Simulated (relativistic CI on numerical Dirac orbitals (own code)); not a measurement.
## Xe²⁵⁺: computed level list

These numbers are calculated, not measured: Dirac-Coulomb-Breit CI, separate exchange-only KLI orbitals for each configuration, QED by a radiative potential, unscaled Slater integrals (own radial code, finite nucleus).

Configurations in the expansion (outside the closed core [Ar]): 3d10 4s, 3d10 4p, 3d10 4d, 3d10 4f, 3d10 5s, 3d10 5p, 3d10 5d, 3d10 5f, 3d10 5g, 3d9 4p2, 3d10 6s, 3d10 6p, 3d10 6d, 3d9 4s2, 3d8 4s 4p2, 3d10 6f. Levels of other configurations are missing.

The lowest level is 3d10 4s 2S_1/2, with 100 % of that term; Hund's rules for 3d10 4s give 2S with J = 1/2, in agreement.

```csv
No.,Configuration,Term,J,E (10³ cm⁻¹),%,Next component (%),jj configuration (%)
1,3d10 4s,2S,1/2,0.0,100,,4s (100)
2,3d10 4p,2P°,1/2,427.8,100,,4p1/2 (100)
3,3d10 4p,2P°,3/2,574.6,100,,4p3/2 (100)
4,3d10 4d,2D,3/2,1267.9,100,,4d3/2 (100)
5,3d10 4d,2D,5/2,1296.9,100,,4d5/2 (100)
6,3d10 4f,2F°,5/2,2033.8,100,,4f5/2 (100)
7,3d10 4f,2F°,7/2,2037.7,100,,4f7/2 (100)
8,3d10 5s,2S,1/2,2878.4,100,,5s (100)
9,3d10 5p,2P°,1/2,3078.0,100,,5p1/2 (100)
10,3d10 5p,2P°,3/2,3144.1,100,,5p3/2 (100)
11,3d10 5d,2D,3/2,3463.7,100,,5d3/2 (100)
12,3d10 5d,2D,5/2,3477.3,100,,5d5/2 (100)
13,3d10 5f,2F°,5/2,3798.6,100,,5f5/2 (100)
14,3d10 5f,2F°,7/2,3801.3,100,,5f7/2 (100)
15,3d10 5g,2G,7/2,3926.0,100,,5g7/2 (100)
16,3d10 5g,2G,9/2,3927.0,100,,5g9/2 (100)
17,3d10 6s,2S,1/2,4261.6,100,,6s (100)
18,3d10 6p,2P°,1/2,4370.3,100,,6p1/2 (100)
19,3d10 6p,2P°,3/2,4405.9,100,,6p3/2 (100)
20,3d10 6d,2D,3/2,4579.8,100,,6d3/2 (100)
21,3d10 6d,2D,5/2,4587.3,100,,6d5/2 (100)
22,3d9 4s2,2D,5/2,4685.0,99,1 3d9 4p2 2D,3d5/2^5 (99)
23,3d10 6f,2F°,5/2,4759.7,100,,6f5/2 (100)
24,3d10 6f,2F°,7/2,4761.4,100,,6f7/2 (100)
25,3d9 4s2,2D,3/2,4792.9,99,1 3d9 4p2 2D,3d3/2^3 3d5/2^6 (99)
26,3d9 4p2(1S),2D,5/2,5546.2,27,27 4D,3d5/2^5 4p1/2^2 (96)
27,3d9 4p2(3P),4D,3/2,5651.7,44,33 4F,3d3/2^3 3d5/2^6 4p1/2^2 (63)
28,3d9 4p2(3P),4D,7/2,5658.1,58,33 4F,3d5/2^5 4p1/2 4p3/2 (98)
29,3d9 4p2(3P),2F,5/2,5677.4,48,23 4P,3d5/2^5 4p1/2 4p3/2 (99)
30,3d9 4p2(3P),2D,3/2,5681.7,43,37 2P,3d5/2^5 4p1/2 4p3/2 (68)
31,3d9 4p2(1D),2G,9/2,5686.5,58,42 4F,3d5/2^5 4p1/2 4p3/2 (99)
32,3d9 4p2(1D),2P,3/2,5695.9,48,43 2D,3d5/2^5 4p1/2 4p3/2 (95)
33,3d9 4p2(1D),2S,1/2,5696.9,47,36 2P,3d5/2^5 4p1/2 4p3/2 (95)
34,3d9 4p2(1D),2D,5/2,5697.0,56,32 4P,3d5/2^5 4p1/2 4p3/2 (96)
35,3d9 4p2(1D),2F,7/2,5702.0,58,22 4F,3d5/2^5 4p1/2 4p3/2 (95)
36,3d9 4p2(3P),4D,1/2,5758.3,80,10 2S,3d3/2^3 3d5/2^6 4p1/2 4p3/2 (95)
37,3d9 4p2(3P),4F,3/2,5779.3,49,22 4D,3d3/2^3 3d5/2^6 4p1/2 4p3/2 (96)
38,3d9 4p2(3P),4F,5/2,5781.9,53,20 2D,3d3/2^3 3d5/2^6 4p1/2 4p3/2 (98)
39,3d9 4p2(1D),2G,7/2,5795.6,58,20 4F,3d3/2^3 3d5/2^6 4p1/2 4p3/2 (96)
40,3d9 4p2(1D),2P,1/2,5804.5,54,37 4P,3d3/2^3 3d5/2^6 4p1/2 4p3/2 (93)
41,3d9 4p2(1D),2F,5/2,5808.8,44,27 4D,3d3/2^3 3d5/2^6 4p1/2 4p3/2 (90)
42,3d9 4p2(1D),2D,3/2,5815.8,45,40 4P,3d3/2^3 3d5/2^6 4p1/2 4p3/2 (91)
43,3d9 4p2(3P),4F,9/2,5830.4,58,42 2G,3d5/2^5 4p3/2^2 (99)
44,3d9 4p2(1D),2F,7/2,5838.1,77,19 4D,3d5/2^5 4p3/2^2 (91)
45,3d9 4p2(3P),2P,1/2,5838.4,78,20 2S,3d5/2^5 4p3/2^2 (92)
46,3d9 4p2(1D),2D,5/2,5853.2,82,8 4P,3d5/2^5 4p3/2^2 (91)
47,3d9 4p2(3P),2P,3/2,5853.4,67,26 2D,3d5/2^5 4p3/2^2 (92)
48,3d9 4p2(1S),2D,5/2,5907.1,72,16 2F,3d5/2^5 4p3/2^2 (92)
49,3d9 4p2(1D),2D,3/2,5936.3,39,24 4P,3d3/2^3 3d5/2^6 4p3/2^2 (98)
50,3d9 4p2(3P),4P,1/2,5941.5,56,23 2P,3d3/2^3 3d5/2^6 4p3/2^2 (99)
51,3d9 4p2(3P),2F,7/2,5944.6,39,35 2G,3d3/2^3 3d5/2^6 4p3/2^2 (99)
52,3d9 4p2(1D),2F,5/2,5951.9,46,25 2D,3d3/2^3 3d5/2^6 4p3/2^2 (90)
53,3d9 4p2(1S),2D,3/2,6015.5,80,10 4F,3d3/2^3 3d5/2^6 4p3/2^2 (96)
```

Energies count from the lowest computed level; ° marks odd parity. Percentages are summed over parent terms; the parents shown are those of the largest component, closed shells are left out there. Filled j subshells are mostly left out of the jj labels.

The mean weight of the leading LS term, summed over parents, in these 53 levels is 77 %, and that of the leading jj configuration (from the same eigenvectors) 96 %, so jj coupling describes them better and the LS labels are nominal.

At this charge energies of transitions that change n are usually good to better than 1 %, and those within a shell (Δn = 0) to a few per cent.

LS names give the leading component of a level, which can be under half, so a name can repeat, a term be missing and a line seem to break the LS rules.
